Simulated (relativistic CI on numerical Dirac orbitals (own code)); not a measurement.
## Electric-dipole transitions in Pt32+

Calculated at this level of theory: Dirac-Coulomb-Breit CI, orbitals from a KLI potential per configuration, a model potential for QED, unscaled Slater integrals (own radial code, finite nucleus).

Configurations in the expansion (outside the closed core [Ar] 3d10): 4s²4p⁶4d¹⁰, 4s²4p⁶4d⁹4f, 4s²4p⁵4d¹⁰4f, 4s4p⁶4d¹⁰4f, 4s²4p⁶4d⁹5s, 4s²4p⁶4d⁹5p, 4s²4p⁶4d⁹5d, 4s²4p⁵4d¹⁰5s, 4p⁶4d¹⁰4f², 4p⁶4d⁹4f³, 4p⁵4d¹⁰4f³, 4p⁶4d⁹4f²5s, 4p⁶4d⁹4f²5p, 4p⁶4d⁹4f²5d. Double excitations out of closed p, d and f shells are left out; levels of such configurations are missing from the list, as are those of other unlisted configurations, and high levels can miss mixing partners. These lack a partner that the ground configuration has and come out too high: 4s²4p⁵4d¹⁰5s.

| λ vac (Å) | Lower | Upper | A (s⁻¹) | gf | Branching (%) |
| --- | --- | --- | --- | --- | --- |
| 40.337 | 4s²4p⁶4d⁹4f ¹H°5 [17] | 4s²4p⁵4d¹⁰4f ³G4 [49] | 1.95e+12 | 4.27e+00 | 61.3 |
| 40.388 | 4s²4p⁶4d⁹4f ³H°4 [14] | 4s²4p⁵4d¹⁰4f ³G3 [43] | 1.98e+12 | 3.39e+00 | 62.9 |
| 43.336 | 4s²4p⁶4d¹⁰ ¹S0 [1] | 4s²4p⁶4d⁹4f ¹P°1 [21] | 6.85e+12 | 5.79e+00 | 100.0 |
| 53.940 | 4s²4p⁵4d¹⁰4f ³G5 [27] | 4s4p⁶4d¹⁰4f ³F°4 [72] | 8.29e+11 | 3.26e+00 | 58.1 |
| 55.960 | 4s²4p⁶4d⁹4f ³F°4 [10] | 4s²4p⁵4d¹⁰4f ³F4 [30] | 3.73e+11 | 1.58e+00 | 30.1 |
| 56.330 | 4s²4p⁶4d⁹4f ³H°5 [5] | 4s²4p⁵4d¹⁰4f ³G4 [26] | 9.28e+11 | 3.97e+00 | 76.2 |
| 56.404 | 4s²4p⁶4d⁹4f ³F°3 [7] | 4s²4p⁵4d¹⁰4f ³F3 [28] | 3.42e+11 | 1.14e+00 | 27.9 |
| 56.429 | 4s²4p⁶4d⁹4f ³H°6 [6] | 4s²4p⁵4d¹⁰4f ³G5 [27] | 9.02e+11 | 4.74e+00 | 74.7 |
| 56.441 | 4s²4p⁶4d⁹5s ³D3 [23] | 4s²4p⁵4d¹⁰5s ³P°2 [68] | 1.23e+12 | 2.93e+00 | 85.7 |
| 56.457 | 4s²4p⁶4d⁹4f ³G°5 [11] | 4s²4p⁵4d¹⁰4f ³F4 [30] | 6.89e+11 | 2.96e+00 | 55.6 |
| 56.559 | 4s²4p⁶4d⁹4f ³D°2 [4] | 4s²4p⁵4d¹⁰4f ³D2 [25] | 4.10e+11 | 9.83e-01 | 34.5 |
| 56.630 | 4s²4p⁶4d⁹4f ³G°4 [8] | 4s²4p⁵4d¹⁰4f ³F3 [28] | 7.31e+11 | 2.46e+00 | 59.5 |
| 56.885 | 4s²4p⁶4d⁹4f ³F°4 [10] | 4s²4p⁵4d¹⁰4f ¹F3 [29] | 4.31e+11 | 1.46e+00 | 35.7 |
| 57.492 | 4s²4p⁶4d⁹4f ³F°3 [7] | 4s²4p⁵4d¹⁰4f ³D2 [25] | 4.56e+11 | 1.13e+00 | 38.4 |
| 57.666 | 4s²4p⁶4d⁹4f ³D°3 [12] | 4s²4p⁵4d¹⁰4f ¹F3 [29] | 4.17e+11 | 1.46e+00 | 34.6 |
| 102.89 | 4s²4p⁶4d⁹5p ³F°2 [36] | 4s²4p⁶4d⁹5d ³G3 [61] | 3.26e+11 | 3.62e+00 | 38.6 |
| 103.33 | 4s²4p⁶4d⁹5p ³F°3 [35] | 4s²4p⁶4d⁹5d ³G4 [51] | 3.28e+11 | 4.72e+00 | 37.7 |
| 137.87 | 4s²4p⁶4d⁹5s ³D3 [23] | 4s²4p⁶4d⁹5p ³F°4 [38] | 1.33e+11 | 3.42e+00 | 99.9 |
| 139.75 | 4s²4p⁶4d⁹5p ³F°3 [45] | 4s²4p⁶4d⁹5d ³G4 [64] | 1.70e+11 | 4.49e+00 | 26.5 |
| 139.75 | 4s²4p⁶4d⁹5p ³F°4 [38] | 4s²4p⁶4d⁹5d ³G5 [55] | 1.71e+11 | 5.49e+00 | 25.9 |

Terms are leading LS components. Brackets give the number of a level in order of energy, since labels repeat. The list gives strong lines, with weight on those to low levels, without lines whose two gauges differ by over a factor of 2.5, among the lowest 88 of 2548 levels, so that lines to higher ones, which can be the strongest, are missing. Levels whose partners in the same complex of configurations lie outside the list can be far off, and so can their lines. Rates are taken at the computed energies, electric ones in the length gauge.

At this charge energies of transitions that change n are usually good to better than 1 %, and those within a shell (Δn = 0) to a few per cent.

LS names give the leading component of a level, which can be under half, so a name can repeat, a term be missing and a line seem to break the LS rules.
